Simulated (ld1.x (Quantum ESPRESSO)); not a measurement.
cadmium (Cd): one change to a TM potential, before and after

| Property | Result |
| --- | --- |
| Element | cadmium (Cd) |
| Generator | ld1.x (Quantum ESPRESSO) 7.5 |
| Type | norm-conserving Troullier–Martins (Kleinman–Bylander form) |
| Functional | Wu–Cohen |
| Relativity | scalar-relativistic |
| Frozen core | [Ar] 3d10 4s2 |
| Valence charge | 18 |
| Reference configuration | 4p6 4d10 5s2 5p0 |
| Partial waves | 5s (bound): rc 2.45 bohr; 4p (bound): rc 1.60 bohr; 4d (bound): rc 1.50 bohr |
| Local potential | all-electron potential smoothed inside 1.75 bohr (lloc = -1) |
| Core correction | a·sin(br)/r model core inside 1.35 bohr |

Change: local potential all-electron potential smoothed inside 2.00 bohr (lloc = -1).

Cutoffs: the cutoffs (Ry, on a coarse ladder) from which the occupation-weighted sum of valence levels, in a spherical-Bessel basis at the reference potential, stays within 10 and 1 mRy of its value at 400 Ry; they do not see the model core or the augmentation charge, which bear on the density cutoff. Errors are all-electron minus pseudo energies relative to the spin-unpolarised reference configuration.

**Question.** Predict the effect on cutoff, ghosts and configuration errors.

**Answer.** The potential gets neither clearly harder nor softer (80 Ry and 120 Ry → 80 Ry and 120 Ry); both files keep a bound ghost (s); of the 7 tests that both files solve, the error grows in 5 and shrinks in 1 by more than 15 % and 0.3 meV (median size 37.2 → 66.9 meV); the range in which the s phases agree narrows (upper end 3.6 → -0.1); the range in which the p phases agree narrows (upper end at the end of the scan → -0.2).

```tsv
quantity	base	changed
cutoff, loose	80 Ry	80 Ry
cutoff, tight	120 Ry	120 Ry
loose cutoff by channel (10 mRy a level)	s 12 Ry, p 35 Ry, d 60 Ry	s 8 Ry, p 35 Ry, d 60 Ry
bound ghosts	s	s
error for 4p6 4d10 5s1 5p0, meV [ΔE 9.31 eV]	-7.1	+2.6
error for 4p6 4d10 5s0 5p0, meV [ΔE 26.40 eV]	-37	-38
error for 4p6 4d9 5s0 5p0, meV [ΔE 64.43 eV]	-2.6	-19
error for 4p6 4d10 5s0 5p2, meV [ΔE 9.83 eV]	-65	-360
error for 4p6 4d10 5s0 5p1, meV [ΔE 15.20 eV]	-58	-276
error for 4p6 4d8 5s0 5p0, meV [ΔE 118.50 eV]	+5.9	-67
error for 4p5 4d10 5s2 5p0, meV [ΔE 74.17 eV]	-220	+845
s: phases at 2.65 bohr within 0.05 rad from the reference energy up to (Ry; the scan ends near 5)	3.6	-0.1
p: phases at 2.65 bohr within 0.05 rad from the reference energy up to (Ry; the scan ends near 5)	to the end of the scan	-0.2
d: phases at 2.65 bohr within 0.05 rad from the reference energy up to (Ry; the scan ends near 5)	1.7	1.4
```

Changed file: These tests converged, but a pseudo level misses the all-electron one widely, so the file describes the atom poorly there or has found another state: 4p6 4d9 5s0 5p0: empty 5s by 3.8 eV (a node warning on the way); 4p6 4d8 5s0 5p0: empty 5s by 10.6 eV; 4p5 4d10 5s2 5p0: 4d by 2.2 eV (a node warning on the way). A true bound ghost makes a file unfit for plane-wave use even where its test errors are small: the radial tests pick states by their node count and pass the ghost by.
